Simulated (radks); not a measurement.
Values are calculated unless marked as measured or tabulated.
Task: The mean radii <r> (bohr) of the occupied orbitals of an atom or ion are listed with their occupations. Code: a radial shooting solver on a logarithmic mesh with Libxc functionals. Model: scalar-relativistic Kohn-Sham, XLYP, spin-polarised, spherical densities, point nucleus.

orbital  occ.      <r>
1s up       1  0.02558
1s down     1  0.02558
2s up       1   0.1097
2s down     1   0.1097
2p up       3  0.09618
2p down     3  0.09617
3s up       1   0.2919
3s down     1   0.2919
3p up       3   0.2899
3p down     3   0.2898
3d up       5   0.2664
3d down     5   0.2664
4s up       1   0.6698
4s down     1   0.6699
4p up       3   0.7093
4p down     3   0.7094
4d up       5   0.7849
4d down     4   0.7842
5s up       1    1.533
5s down     1    1.532
5p up       3    1.719
5p down     1    1.729
5d up       1    2.193

Name the element and its charge. Open shells, if any, are filled with parallel spins first.

Result: Z = 56, barium, charge +4: Ba4+ in [Kr] 4d9 5s2 5p4 5d1. The 1s radius gives Z: for a bare nucleus <r> = (2 gamma + 1)/(2Z) with gamma = sqrt(1 - (Z/c)^2), 0.02523 bohr for Z = 56, and screening makes it slightly larger (0.02558 here). The occupations add up to 52, and the charge is Z minus that.
